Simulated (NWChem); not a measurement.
System: BHOI2; SMILES B(I)(O)I

```xyz
5

B      0.8339     0.0135     0.0000
I     -0.2287    -1.8701     0.0000
I     -0.2280     1.8757     0.0000
O      2.1802     0.0579     0.0000
H      2.5940    -0.8276     0.0000
```
Atoms are numbered in this order, from 1.

Computed with NWChem. Medium grid unless said otherwise, to which SCAN and Minnesota functionals are sensitive. All runs use the structure optimised with PBE-D3(BJ)/def2-SVP. def2 effective core potentials on I; no spin-orbit coupling. Hybrids' shares of exact exchange are those that their runs print; pure functionals count as 0. The functionals differ in more than this share.

| row | share of exact exchange | orbital gap (eV) |
|---|---|---|
| PBE/def2-TZVP | 0.00 | 4.31 |
| r2SCAN/def2-TZVP | 0.00 | 4.85 |
| B3LYP/def2-TZVP | 0.20 | 5.91 |
| PBE0/def2-TZVP | 0.25 | 6.31 |
| BHandHLYP/def2-TZVP | 0.50 | withheld |

Fit a straight line of the last column on the one before it, predict the withheld value, and compare with the run.


1. Means of the 4 shown rows: x = 0.113, y = 5.345. Slope Σ(x − x̄)(y − ȳ)/Σ(x − x̄)² = 0.3543/0.05188 = 6.829; intercept 4.577.
2. The shown rows scatter about the line by 0.192 (root mean square); the largest residual is +0.27, at r2SCAN/def2-TZVP.
3. At x = 0.50 (BHandHLYP/def2-TZVP; beyond the shown range) the line gives 7.99.
4. The run gives 8.32, +0.33 from the line, 1.7 times the scatter.
